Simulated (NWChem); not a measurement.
Program: NWChem. System: C2F3O, charge 0, spin multiplicity 2, displaced from the optimised geometry. The structure started from a generated list of species. Its SCF solution wasn't tested for a lower state. Level: UBP86/def2-SVP.

Part of the output:

```
             Northwest Computational Chemistry Package (NWChem) 7.3.0
             --------------------------------------------------------

                                NWChem Input Module
                                -------------------

 Scaling coordinates for geometry "geometry" by  1.889725989
 (inverse scale =  0.529177249)

                             Geometry "geometry" -> ""
                             -------------------------

 Output coordinates in angstroms (scale by  1.889725989 to convert to a.u.)

  No.       Tag          Charge          X              Y              Z
 ---- ---------------- ---------- -------------- -------------- --------------
    1 O                    8.0000     2.11141200     0.06230200    -0.03239600
    2 C                    6.0000     1.11712000    -0.52885100     0.26246900
    3 C                    6.0000    -0.36020300    -0.02728800     0.01298900
    4 F                    9.0000    -0.39413500     1.16785700    -0.61671400
    5 F                    9.0000    -0.98207300     0.08748200     1.20589200
    6 F                    9.0000    -1.00521400    -0.93995800    -0.74402000

 Effective nuclear repulsion energy (a.u.)     237.6423346604

            Nuclear Dipole moment (a.u.)
            ----------------------------
        X                 Y               Z
 ---------------- ---------------- ----------------
    -0.0000000000     0.0000207870     0.0000037795


 Summary of "ao basis" -> "" (spherical)
 ------------------------------------------------------------------------------
       Tag                 Description            Shells   Functions and Types
 ---------------- ------------------------------  ------  ---------------------
 *                          def2-svp                  on all atoms

  perdew86 is a nonlocal functional; adding perdew81 local functional.

                                 NWChem DFT Module
                                 -----------------

 Summary of "ao basis" -> "ao basis" (spherical)
 ------------------------------------------------------------------------------
       Tag                 Description            Shells   Functions and Types
 ---------------- ------------------------------  ------  ---------------------
 O                          def2-svp                 6       14   3s2p1d
 C                          def2-svp                 6       14   3s2p1d
 F                          def2-svp                 6       14   3s2p1d

 Summary of "ao basis" -> "ao basis" (spherical)
 ------------------------------------------------------------------------------
       Tag                 Description            Shells   Functions and Types
 ---------------- ------------------------------  ------  ---------------------
 O                          def2-svp                 6       14   3s2p1d
 C                          def2-svp                 6       14   3s2p1d
 F                          def2-svp                 6       14   3s2p1d

            General Information
            -------------------
          SCF calculation type: DFT
          Wavefunction type:  spin polarized.
          No. of atoms     :     6
          No. of electrons :    47
           Alpha electrons :    24
            Beta electrons :    23
          Charge           :     0
          Spin multiplicity:     2
          Use of symmetry is: off; symmetry adaption is: off
          Maximum number of iterations: 100
          AO basis - number of functions:    84
                     number of shells:    36
          Convergence on energy requested:  1.00D-06
          Convergence on density requested:  1.00D-05
          Convergence on gradient requested:  5.00D-04

              XC Information
              --------------
                    Becke 1988 Exchange Functional  1.000
                Perdew 1981 Correlation Functional  1.000 local
                Perdew 1986 Correlation Functional  1.000 non-local

             Grid Information
             ----------------
          Grid used for XC integration:  fine
          Radial quadrature: Mura-Knowles
          Angular quadrature: Lebedev.
          Tag              B.-S. Rad. Rad. Pts. Rad. Cut. Ang. Pts.
[...]
    17      1.040012  2 C  s                  3     -0.652656  1 O  s
    36      0.597470  3 C  py                33      0.556681  3 C  py
    45     -0.433709  4 F  s                 37     -0.299991  3 C  pz
    21      0.284858  2 C  px                34     -0.278905  3 C  pz
    22      0.272142  2 C  py                50      0.250342  4 F  py

   alpha - beta orbital overlaps
   -----------------------------

   alpha      1      2      3      4      5      6      7      8      9     10
    beta      1      2      3      4      5      6      7      8      9     10
 overlap   1.000  1.000  1.000  1.000  1.000  1.000  1.000  1.000  1.000  1.000

   alpha     11     12     13     14     15     16     17     18     19     20
    beta     11     12     13     14     15     17     16     18     19     21
 overlap   0.997  0.996  1.000  0.999  0.989  0.940  0.973  0.978  0.844  0.951

   alpha     21     22     23     24     25     26     27     28     29     30
    beta     20     23     22     24     25     26     27     28     29     30
 overlap   0.994  0.915  1.000  0.995  1.000  0.999  0.999  1.000  0.997  0.998

   alpha     31     32     33     34     35     36     37     38     39     40
    beta     31     32     33     34     35     36     37     38     39     40
 overlap   0.995  0.960  0.982  0.995  0.958  0.966  0.999  0.997  1.000  1.000

   alpha     41     42     43     44     45     46     47     48     49     50
    beta     41     42     43     44     45     46     47     48     49     50
 overlap   0.997  0.999  0.998  0.999  0.999  0.998  0.999  0.998  0.999  0.999

   alpha     51     52     53     54     55     56     57     58     59     60
    beta     51     52     53     54     55     57     56     58     59     60
 overlap   0.999  1.000  0.998  0.996  0.999  0.975  0.998  0.974  0.998  0.997

   alpha     61     62     63     64     65     66     67     68     69     70
    beta     61     62     63     64     65     66     67     68     70     69
 overlap   0.999  0.999  0.999  0.999  1.000  1.000  1.000  0.999  0.996  0.993

   alpha     71     72     73     74     75     76     77     78     79     80
    beta     71     72     73     74     75     76     77     78     79     80
 overlap   0.996  0.999  0.999  1.000  0.987  1.000  0.987  1.000  0.999  1.000

   alpha     81     82     83     84
    beta     81     82     83     84
 overlap   0.999  1.000  1.000  1.000

     --------------------------
     Expectation value of S2:
     --------------------------
      <S2> =      0.7517 (Exact =     0.7500)

 center of mass
 --------------
 x =  -0.04653406 y =   0.00612921 z =  -0.00300878

 moments of inertia (a.u.)
 ------------------
         330.265262645494          -9.691935477572           4.670999699949
          -9.691935477572         623.030829734810           0.336786403892
           4.670999699949           0.336786403892         623.223365102909

     Multipole analysis of the density
     ---------------------------------

     L   x y z        total         alpha         beta         nuclear
     -   - - -        -----         -----         ----         -------
     0   0 0 0     -0.000000    -24.000000    -23.000000     47.000000

     1   1 0 0     -0.134816     -1.175166      1.040350     -0.000000
     1   0 1 0     -0.037694      0.463649     -0.501364      0.000021
     1   0 0 1      0.017295     -0.230959      0.248250      0.000004

     2   2 0 0    -24.828168   -128.769573   -121.403787    225.345191
     2   1 1 0     -0.169723     -1.070589     -3.221799      4.122665
     2   1 0 1      0.080161      0.497704      1.567186     -1.984730
     2   0 2 0    -23.367009    -52.488543    -49.474725     78.596259
     2   0 1 1      0.409577      0.953154     -0.223444     -0.320134
     2   0 0 2    -22.756174    -51.136771    -49.880866     78.261464

            General Information
            -------------------
          SCF calculation type: DFT
          Wavefunction type:  spin polarized.
          No. of atoms     :     6
          No. of electrons :    47
           Alpha electrons :    24
            Beta electrons :    23
          Charge           :     0
          Spin multiplicity:     2
          Use of symmetry is: off; symmetry adaption is: off
          Maximum number of iterations: 100
          AO basis - number of functions:    84
                     number of shells:    36
          Convergence on energy requested:  1.00D-06
          Convergence on density requested:  1.00D-05
          Convergence on gradient requested:  5.00D-04

              XC Information
              --------------
                    Becke 1988 Exchange Functional  1.000
                Perdew 1981 Correlation Functional  1.000 local
                Perdew 1986 Correlation Functional  1.000 non-local

             Grid Information
             ----------------
          Grid used for XC integration:  fine
          Radial quadrature: Mura-Knowles
          Angular quadrature: Lebedev.
          Tag              B.-S. Rad. Rad. Pts. Rad. Cut. Ang. Pts.
          ---              ---------- --------- --------- ---------
          O                   0.60       70           8.0       590
          C                   0.70       70           7.0       590
          F                   0.50       70           8.0       590
          Grid pruning is: on
          Number of quadrature shells:   420
          Spatial weights used:  Erf1

          Convergence Information
          -----------------------
          Convergence aids based upon iterative change in
          total energy or number of iterations.
          Levelshifting, if invoked, occurs when the
          HOMO/LUMO gap drops below (HL_TOL):  1.00D-02
          DIIS, if invoked, will attempt to extrapolate
          using up to (NFOCK): 10 stored Fock matrices.

                    Damping( 0%)  Levelshifting(0.5)       DIIS
                  --------------- ------------------- ---------------
          dE  on:    start            ASAP                start
          dE off:    2 iters        100 iters           100 iters

      Screening Tolerance Information
      -------------------------------
          Density screening/tol_rho:  1.00D-10
          AO Gaussian exp screening on grid/accAOfunc:  14
          CD Gaussian exp screening on grid/accCDfunc:  20
          XC Gaussian exp screening on grid/accXCfunc:  20
          Schwarz screening/accCoul:  1.00D-08

                            NWChem DFT Gradient Module
                            --------------------------

  charge          =   0.00
  wavefunction    = open shell

                         DFT ENERGY GRADIENTS

    atom               coordinates                        gradient
                 x          y          z           x          y          z
   1 O       3.989990   0.117734  -0.061220    0.013269   0.006605  -0.003268
   2 C       2.111051  -0.999383   0.495994   -0.007465  -0.006525   0.003188
   3 C      -0.680685  -0.051567   0.024546    0.000686  -0.000993   0.000531
   4 F      -0.744807   2.206930  -1.165420    0.000832   0.004612  -0.002437
   5 F      -1.855849   0.165317   2.278805   -0.003579   0.000843   0.006064
   6 F      -1.899579  -1.776263  -1.405994   -0.003743  -0.004542  -0.004078

                 ----------------------------------------
                 |  Time  |  1-e(secs)   |  2-e(secs)   |
                 ----------------------------------------
                 |  CPU   |       0.02   |       3.55   |
                 ----------------------------------------
                 |  WALL  |       0.02   |       3.55   |
                 ----------------------------------------

 Task  times  cpu:       19.1s     wall:       19.1s

 Total times  cpu:       19.1s     wall:       19.1s
```

**Question.** Write an NWChem input that would produce this output.

**Answer.** One answer among several that fit: 
```
start mol
memory heap 200 mb stack 900 mb global 1100 mb
geometry units angstroms nocenter noautoz noautosym
  O      2.111412     0.062302    -0.032396
  C      1.117120    -0.528851     0.262469
  C     -0.360203    -0.027288     0.012989
  F     -0.394135     1.167857    -0.616714
  F     -0.982073     0.087482     1.205892
  F     -1.005214    -0.939958    -0.744020
end
basis spherical
  * library def2-svp
end
dft
  xc becke88 perdew86
  odft
  mult 2
  semidirect memsize 60000000 filesize 0
  iterations 100
  grid fine
end
task dft gradient
```
